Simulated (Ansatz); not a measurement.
Basis-set extrapolation for CH$_{6}$SSi$_{2}$ (`S[SiH]1C[SiH2]1`) (PBE0-D4/def2-TZVP geometry, frozen core, Ansatz). Multiplicity 1, RHF reference.

```tsv
	def2-TZVPP	def2-QZVPP
HF	-1016.790529	-1016.821209
MP2 correlation	-0.592487	-0.637277
CCSD(T) correlation	-0.679568	not run
```

Energies in hartree. Use E(X) = E(∞) + A·exp(−7.88·√X) for Hartree–Fock and E(X) = E(∞) + B·X^(−2.97) for correlation, with X = 3 and 4, and add CCSD(T) minus MP2 of the smaller set to the MP2 limit.

Question: What is the CCSD(T) energy at the basis-set limit?

Answer: HF limit: -1016.821209 + (-0.030680) × 0.13774 = -1016.82543. MP2 limit: -0.637277 + (-0.044790) × 0.74074 = -0.67045. Higher-order term: -0.679568 − (-0.592487) = -0.08708. Total: -1017.58296 hartree, 296.3 kJ/mol below CCSD(T)/def2-TZVPP.
